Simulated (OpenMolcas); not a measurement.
An OpenMolcas run meant for Ta IV (ANO-R3, X2C; inactive shells 1s 2s 2p 3s 3p 3d 4s 4p 4d 4f 5s 5p; intended active space 2 electrons in 5 orbitals (5d)). One step of its input:

```
&RASSCF
FileOrb=start.orb
Symmetry=2
Spin=3
nActEl=2 0 0
Inactive=15 19
Ras2=5 0
CIRoot=10 10 1
SDav=10
CIMx=300
Iter=75 100
PrWF=0.3
OrbListing=Nothing
MaxOrb=0
Atom
>>> COPY $Project.JobIph JOB001
```

Lines from the output:

```
...
      Number of secondary orbitals              98
      Spin quantum number                      1.0
      State symmetry                             2
Orbital specifications:
      -----------------------

      Symmetry species                           1   2
                                                ag  au
      Frozen orbitals                            0   0
      Inactive orbitals                         15  19
      Active orbitals                            5   0
      RAS1 orbitals                              0   0
      RAS2 orbitals                              5   0
      RAS3 orbitals                              0   0
      Secondary orbitals                        46  52
      Deleted orbitals                           0   0
      Number of basis functions                 66  71
      Number of CSFs                             0
      Number of root(s) required                10
 ************ ERROR ***********
  You can't ask for more roots
  than there are configurations
 ******************************
--- Stop Module: rasscf at  /rc=_RC_INPUT_ERROR_ ---
.####################.
.# User input error #.
.####################.
```

Q: What is wrong with the input?

A: The state symmetry names the wrong parity for these configurations.
